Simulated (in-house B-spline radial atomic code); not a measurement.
## Ionising Ag4+ with different functionals

Computed with a radial B-spline atomic code at the basis-set limit: scalar-relativistic (spin-free X2C) Hamiltonian, Fermi nucleus of rms radius 4.5454 fm, spin-polarised at highest spin, spherical fractional occupations for the functionals, and exact exchange of hybrids averaged over the configuration. The ionisation energy is the difference of two self-consistent energies, [Kr] 4d7 → [Kr] 4d6, without Breit or QED terms; ε is the level of the shell that loses the electron (its least bound occupied spin orbital). There is no spin-orbit coupling in this Hamiltonian.

```tsv
method	rung	ΔSCF (eV)	-ε(4d) (eV)
PBE0	global hybrid	66.51	60.69
B3LYP	global hybrid	?	?
TPSSh	global hybrid	66.41	59.18
BHandHLYP	global hybrid	66.28	62.83
r2SCAN0	global hybrid	66.21	60.51
B97-1	global hybrid	66.68	60.42
HSE06	range-separated hybrid	?	?
wB97X	range-separated hybrid	66.50	63.31
CAM-B3LYP	range-separated hybrid	66.61	62.27
LC-wPBE	range-separated hybrid	66.59	63.61
```

Q: What does HSE06 give?

A: ΔSCF 66.47 eV, and -ε(4d) = 60.25 eV.

Q: What does B3LYP give?

A: ΔSCF 66.65 eV, and -ε(4d) = 60.34 eV.

Q: Among the functionals, which spreads more, the ΔSCF values or the orbital energies?

A: The orbital energies: ΔSCF values span about 0.47 eV and the orbital energies 4.43 eV; here energy differences depend much less on the functional than eigenvalues do.

Q: How do they compare with the NIST value?

A: NIST lists 65 eV ± 1.9 (tabulated theory, ground level to ground level). Errors run from +1.21 to +1.68 eV; all lie within about twice that uncertainty, so the table can't rank the methods.
